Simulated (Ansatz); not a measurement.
Reaction (redistribution): `[CH3][AlH][SiH2]S` + `CO[SiH](Cl)[GeH3]` → `C[O][AlH][SiH2]S` + `C[SiH](Cl)[GeH3]`

Gas-phase electronic energies from Ansatz, PBE0-D4/def2-TZVP geometries. CCSD(T)/CBS adds triple-zeta CCSD(T) − MP2 to the extrapolated MP2 energy (def2 sets, frozen cores). DFT in def2-TZVPP. B3LYP here is the variant with VWN-RPA as its local correlation; programs differ in this. For Ge outer-core shells are correlated without core-valence functions, which leaves a few kJ/mol of doubt a bond. Scalar relativity is left out up to krypton. One conformer a species, not always the lowest.

```
          level  ΔE (kcal/mol)  difference from CCSD(T)/CBS
         PBE-D4          -13.7                         -0.6
        PBE0-D4          -13.4                         -0.3
       B3LYP-D4          -13.5                         -0.4
         B2PLYP          -13.3                         -0.2
         r2SCAN          -13.4                         -0.3
  HF/def2-TZVPP          -11.4                          1.7
 MP2/def2-TZVPP          -13.7                         -0.6
CCSD/def2-TZVPP          -12.9                          0.2
  MP2/CBS(def2)          -13.7                         -0.6
 CCSD/CBS(def2)          -12.8                          0.3
    CCSD(T)/CBS          -13.1                            0
```

Largest T1 diagnostic among the species: 0.013.

In def2-TZVPP, CCSD(T) changes the Hartree–Fock value by −1.7 kcal/mol (the triples alone add −0.2 kcal/mol) and MP2 by −2.3 kcal/mol.
